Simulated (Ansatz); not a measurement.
Reaction (redistribution): `C=C[SiH](O)F` + `C[O][ZnH]` → `CO[SiH](O)F` + `C=[CH][ZnH]`

Program: Ansatz. Geometries: PBE0-D4/def2-TZVP. ΔE: electronic, gas phase. CCSD(T)/CBS is the MP2 limit (def2-TZVPP, def2-QZVPP) plus CCSD(T) − MP2 in def2-TZVPP, frozen cores. Functionals use def2-TZVPP. B3LYP here is the variant with VWN-RPA as its local correlation; programs differ in this. HSE06 is defined as in plane-wave codes. For Zn outer-core shells are correlated without core-valence functions, which leaves a few kJ/mol of doubt a bond. Scalar relativity is left out up to krypton. One conformer a species, not always the lowest.

`C=C[SiH](O)F`:

Z-matrix (Å, degrees):
```
Si
C 1 1.849
F 1 1.600 2 106.9
O 1 1.632 2 111.8 3 121.3
H 1 1.476 2 114.4 3 -118.5
C 2 1.331 1 122.6 3 -139.0
H 2 1.089 1 119.1 3 41.8
H 4 0.959 1 118.2 2 -54.7
H 6 1.087 2 121.6 1 0.2
H 6 1.086 2 122.3 1 -179.4
```

`C[O][ZnH]`:

Cartesian coordinates in Å:
```
C 0.446 0.399 -0.862
O 0.568 -0.097 0.436
Zn -0.668 -0.699 1.551
H 1.437 0.686 -1.231
H -0.193 1.291 -0.919
H 0.040 -0.344 -1.564
H -1.630 -1.235 2.589
```

`CO[SiH](O)F`:

Cartesian coordinates in Å:
```
C 0.176 -1.101 1.178
O -0.480 -0.064 0.479
Si 0.156 0.803 -0.737
O -1.013 1.701 -1.406
F 0.780 -0.218 -1.792
H 1.036 -0.720 1.738
H 0.518 -1.885 0.496
H -0.533 -1.534 1.885
H 1.242 1.704 -0.324
H -1.883 1.315 -1.515
```

`C=[CH][ZnH]`:

Cartesian coordinates in Å:
```
C 0.871 -0.216 0.798
C 0.362 -0.027 -0.420
Zn -1.504 0.322 -0.767
H 0.264 -0.188 1.700
H 1.930 -0.411 0.964
H 1.072 -0.080 -1.246
H -2.996 0.599 -1.029
```

```
             level  ΔE (kJ/mol)
           BLYP-D4        -51.5
          HSE06-D4        -56.1
             B3LYP        -57.4
           r2SCAN0        -60.7
      MP2/def2-SVP        -48.6
  CCSD(T)/def2-SVP        -47.3
     HF/def2-QZVPP        -64.6
SCS-MP2/def2-QZVPP        -58.3
```

(1) What does CCSD(T)/CBS give? (Best estimate.)

Largest T1 diagnostic among the species: 0.017.

## Answers

(1) The calculation gave: -57.1 kJ/mol. The listed levels differ from it by 5.6, 1.0, -0.3, -3.6, 8.5, 9.8, -7.5, -1.2 kJ/mol.

Leaving LDA and LC-ωPBE aside and taking each functional with its dispersion term where it has one, the values, not all of them listed here, spread over 12.7 kJ/mol, from BHLYP-D4 to revPBE-D4. LDA lies −4.2 kJ/mol from PBE without D4. From PBE to PBE0 (25 % exact exchange), in def2-TZVPP and without D4, ΔE moves by −5.9 kJ/mol. At CCSD(T), def2-SVP lies +9.8 kJ/mol from the extrapolated value and def2-TZVPP −3.7 kJ/mol.

CCSD(T)/CBS has its own doubt, a few kJ/mol and more with outer-core shells, so smaller differences from it don't rank the levels.
